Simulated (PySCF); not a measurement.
**TlCl: everyday levels beside a composite calculation**

PySCF; the state is a singlet (closed shell). The composite is CCSD(T) extrapolated to the basis-set limit from two correlation-consistent sets, with core-valence (CV) and scalar-relativistic (SR) terms as its label shows; it has no spin–orbit coupling and nothing beyond (T). Here it is CCSD(T)/CBS(DT)+CV. It gives Re = 2.503 Å, ωe = 282 cm⁻¹ and De = 4.40 eV to Tl + Cl.

| level | basis | relativity | Re (Å) | ωe (cm⁻¹) | De (eV) |
| --- | --- | --- | --- | --- | --- |
| RHF | def2-SVPD | scalar-relativistic core potentials | 2.585 | 265 | 3.24 |
| RHF-MP2 | cc-pVDZ-PP/cc-pV(D+d)Z | scalar-relativistic core potentials | 2.528 | 289 | 4.05 |
| RHF-SCS-MP2 | def2-SVPD | scalar-relativistic core potentials | 2.576 | 271 | 4.24 |
| RHF-CCSD | cc-pVDZ-PP/cc-pV(D+d)Z | scalar-relativistic core potentials | 2.540 | 284 | 3.81 |
| RHF-CCSD(T) | def2-SVP | scalar-relativistic core potentials | 2.520 | 302 | 3.88 |
| RHF-CCSD(T) | cc-pVDZ-PP/cc-pV(D+d)Z | scalar-relativistic core potentials | 2.539 | 285 | 3.89 |
| PBE | def2-SVPD | scalar-relativistic core potentials | 2.570 | 270 | 4.57 |
| revPBE | def2-SVP | scalar-relativistic core potentials | 2.555 | 281 | 4.32 |
| BP86 | def2-SVP | scalar-relativistic core potentials | 2.537 | 290 | 4.44 |
| B3LYP | cc-pVDZ-PP/cc-pV(D+d)Z | scalar-relativistic core potentials | 2.555 | 276 | 4.23 |

**Question.** Give the difference of each row from the composite.

**Answer.** 

| level | basis | ΔRe (pm) | Δωe (%) | ΔDe (eV) |
| --- | --- | --- | --- | --- |
| RHF | def2-SVPD | +8.2 | -6.0 | -1.16 |
| RHF-MP2 | cc-pVDZ-PP/cc-pV(D+d)Z | +2.5 | +2.5 | -0.35 |
| RHF-SCS-MP2 | def2-SVPD | +7.3 | -3.9 | -0.16 |
| RHF-CCSD | cc-pVDZ-PP/cc-pV(D+d)Z | +3.7 | +0.7 | -0.59 |
| RHF-CCSD(T) | def2-SVP | +1.7 | +7.1 | -0.52 |
| RHF-CCSD(T) | cc-pVDZ-PP/cc-pV(D+d)Z | +3.6 | +1.1 | -0.51 |
| PBE | def2-SVPD | +6.7 | -4.3 | +0.17 |
| revPBE | def2-SVP | +5.2 | -0.4 | -0.08 |
| BP86 | def2-SVP | +3.4 | +2.8 | +0.04 |
| B3LYP | cc-pVDZ-PP/cc-pV(D+d)Z | +5.2 | -2.1 | -0.17 |

**Question.** Which rows come closest in De?

**Answer.** BP86 in def2-SVP (+0.04 eV), counted from the composite.

Correlated steps freeze 9 core orbitals. Correlated levels converge slowly with the basis: in double zeta they bind strong bonds too weakly, by up to about 1 eV, and carry superposition errors of some tenths. These are scalar-relativistic numbers at best; spin–orbit coupling would shift them, the dissociation energy most. Where the molecule has an RHF reference, its open-shell atoms are computed with UHF.
